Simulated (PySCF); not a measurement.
One of the candidates below gave these computed data.

All candidates are C5H10SSi.

| technique | computed result |
| --- | --- |
| 13C NMR | chemical shifts (computed TMS as zero) by class: 190.0 (1 C), 111.9 (1 C), 41.2 (1 C), 22.2 (2 C) ppm [GIAO PBE0/pcSseg-1] |
| 1H NMR | chemical shifts (computed TMS as zero) by class: 5.28 (2 H), 5.04 (1 H), 2.41 (1 H), 1.24 (6 H) ppm [GIAO PBE0/pcSseg-1] |
| Triplet | lowest triplet excitation (Tamm–Dancoff): 3.55 eV [TDA PBE0/def2-SVPD] |
| Rotational structure | rotational constants A, B, C: 3.401, 1.215, 0.980 GHz [GFN2-xTB] |
| UV, first state | lowest singlet excitation: 4.42 eV (281 nm, f = 0.006) [TDDFT PBE0/def2-SVPD] |
| Dipole | 1.70 D [PBE0/def2-SVPD] |
| Polarisability | 104.3 au [PBE0/def2-SVPD] |
| UV, strongest line | among the 8 lowest singlet transitions: S8 at 6.69 eV (185 nm, f = 0.066) [TDDFT PBE0/def2-SVPD] |

The electronic properties come from PySCF, for the isolated species, density fitting. Levels stand in brackets. Isolated species at its GFN2-xTB geometry (one conformer only). Each NMR value is the plain mean over a class of atoms that symmetry, rotation or inversion makes alike.

Question: Which candidate is it?
A. `CC(C)C1=C[SiH2]S1`
B. `C#C[SiH2]SC(C)C`
C. `C/C=C(/[SiH3])C(C)=S`
D. `[SiH3]SC12CC(C1)C2`

Answer: A. It is `CC(C)C1=C[SiH2]S1`. Numbering: `[CH3:1][CH:2]([CH3:3])[C:4]1=[CH:5][SiH2:6][S:7]1`. Its formula, C5H10SSi, gives 2 degrees of unsaturation: 1 ring and 1 π bond in the structure found. 5 carbons fall into 4 classes; from least to most shielded: fully substituted alkene carbon [C4] (190.0 ppm), alkene CH carbon [C5] (111.9 ppm), allylic carbon [C2] (41.2 ppm), methyl carbon [C1/C3] (22.2 ppm, 2 C, up to 4.3 ppm apart in this geometry). Hydrogen classes from least to most shielded: 2 H on an SiH2 silicon, Si6 (5.28 ppm), 1 H on an alkene CH carbon, C5 (5.04 ppm), 1 H on an allylic carbon, C2 (2.41 ppm), 6 H on 2 methyl carbons, C1/C3 (1.24 ppm, a mean of values up to 1.3 ppm apart in this geometry). S1 is mainly HOMO→LUMO (weight 0.98); the largest Löwdin shares of the orbital it empties are 0.52 on the sulfur bonded to C and Si, 0.23 on the alkene CH carbon, 0.15 on the fully substituted alkene carbon and 0.05 on the SiH2 silicon, of the orbital it fills 0.46 on the SiH2 silicon, 0.19 on the sulfur bonded to C and Si and 0.11 on each of 2 atoms of one kind (Si–H hydrogen). The optimised geometry has point group C1 and is an asymmetric top.

The others, at the same levels:
- `[SiH3]SC12CC(C1)C2` fails: it has 3 carbon classes against 4; its computed 13C shifts are 55.3 (3 C), 43.8 (1 C), 27.8 (1 C) ppm, 1H shifts are 4.56 (3 H), 2.59 (1 H), 1.85 (6 H) ppm and rotational constant A is 3.801 GHz (against 3.401 GHz).
- `C#C[SiH2]SC(C)C` fails: its computed 13C shifts are 105.0 (1 C), 86.2 (1 C), 40.8 (1 C), 28.0 (2 C) ppm, 1H shifts are 4.98 (2 H), 3.24 (1 H), 2.07 (1 H), 1.44 (6 H) ppm and lowest singlet excitation is 5.05 eV (245 nm, f = 0.012) (against 4.42 eV).
- `C/C=C(/[SiH3])C(C)=S` fails: it has 5 carbon classes against 4; its computed 13C shifts are 267.3 (1 C), 158.7 (1 C), 151.8 (1 C), 44.8 (1 C), 21.6 (1 C) ppm, 1H shifts are 6.65 (1 H), 4.33 (3 H), 3.13 (3 H), 2.19 (3 H) ppm and rotational constant A is 2.044 GHz (against 3.401 GHz).

Each candidate is one conformer, not necessarily the lowest. The conformers computed, where there is a choice (atom-mapped SMILES and torsion angles):
- `[CH3:1][CH:2]([CH3:3])[C:4]1=[CH:5][SiH2:6][S:7]1`: C1–C2–C4–C5 7°
- `[SiH3:1][S:2][C@:3]12[CH2:4][C@H:5]([CH2:6]1)[CH2:7]2`: Si1–S2–C3–C4 180°
- `[CH:1]#[C:2][SiH2:3][S:4][CH:5]([CH3:6])[CH3:7]`: C2–Si3–S4–C5 -52°, Si3–S4–C5–C6 -87°
- `[CH3:1]/[CH:2]=[C:3](/[SiH3:4])[C:5]([CH3:6])=[S:7]`: C2–C3–C5–C6 136°
